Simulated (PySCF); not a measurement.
**Deuteron quadrupole couplings in `CCO[Si](O)(O)S`**

Species: C2H8O3SSi.
Structure used (GFN2-xTB), in Å, numbered top down from 1:
```
atom  x, y, z in Å
C1    -1.6315   -1.5766   -0.9771
C2    -0.9119   -0.8752    0.1616
O3    -0.0003    0.0607   -0.3718
Si4    1.0672    0.9529    0.4363
O5     0.3295    1.6515    1.6974
O6     2.3533    0.1691    1.0476
S7     1.7608    2.3451   -1.0351
H8    -2.1632   -0.8499   -1.5854
H9    -2.3422   -2.2938   -0.5763
H10   -0.9151   -2.0972   -1.6073
H11   -1.6207   -0.3444    0.8046
H12   -0.3662   -1.5972    0.7781
H13    0.8404    2.1304    2.3452
H14    3.0055   -0.2186    0.4699
H15    0.5900    2.5512   -1.6096
```

Level: PBE0/pcSseg-1 (PySCF, non-relativistic); Q(2H) = 0.00286 b; rigid geometry, the same for H and D, with no vibrational averaging.

Problem. Rank these positions by the coupling χzz of a deuteron there, largest first.
A. H15 (S–H hydrogen)
B. H11 (methylene hydrogen)
C. H13 (hydroxyl hydrogen)
D. H9 (methyl hydrogen)

Solution. C (342 kHz), D (213 kHz), B (194 kHz), A (178 kHz).

Problem. Tabulate Vzz, the asymmetry η and χzz = 234.96 MHz × Q × Vzz for every hydrogen position.

Solution. 
```json
{"atom": "H8", "bonded to": "C1", "bond length (Å)": "1.087", "Vzz (au)": "0.3156", "η": "0.02", "χzz (kHz)": "212"}
{"atom": "H9", "bonded to": "C1", "bond length (Å)": "1.086", "Vzz (au)": "0.3172", "η": "0.03", "χzz (kHz)": "213"}
{"atom": "H10", "bonded to": "C1", "bond length (Å)": "1.087", "Vzz (au)": "0.3150", "η": "0.02", "χzz (kHz)": "212"}
{"atom": "H11", "bonded to": "C2", "bond length (Å)": "1.094", "Vzz (au)": "0.2894", "η": "0.07", "χzz (kHz)": "194"}
{"atom": "H12", "bonded to": "C2", "bond length (Å)": "1.095", "Vzz (au)": "0.2893", "η": "0.08", "χzz (kHz)": "194"}
{"atom": "H13", "bonded to": "O5", "bond length (Å)": "0.954", "Vzz (au)": "0.5091", "η": "0.06", "χzz (kHz)": "342"}
{"atom": "H14", "bonded to": "O6", "bond length (Å)": "0.954", "Vzz (au)": "0.5094", "η": "0.06", "χzz (kHz)": "342"}
{"atom": "H15", "bonded to": "S7", "bond length (Å)": "1.320", "Vzz (au)": "0.2653", "η": "0.12", "χzz (kHz)": "178"}
```

Problem. Average by the element that carries the hydrogen.

Solution. on C: 205 kHz over 5 positions, mean bond length 1.090 Å; on O: 342 kHz over 2 positions, mean bond length 0.954 Å; on S: 178 kHz over 1 position, mean bond length 1.320 Å.

Problem. Give the 2H NMR doublet splittings at H15 for a magnetic field along the z, y and x axes of the gradient: 3χ/2, 3χ(1 + η)/4, 3χ(1 − η)/4.

Solution. With |χ| = 178.3 kHz and η = 0.117: 267, 149 and 118 kHz, to first order and without motion.

Geometry: GFN2-xTB, one conformer, isolated molecule. GFN2-xTB bond lengths can be off by several hundredths of an ångström, more for odd bonds, and the gradients follow them. The small basis limits the accuracy of the gradients.

The run behind these numbers computed NMR shieldings as well. Time: 52 s of wall time (grids of density and orbitals included); peak memory 0.79 GiB. Hardware: one thread, Arm Neoverse N1 (aarch64), on a shared host.
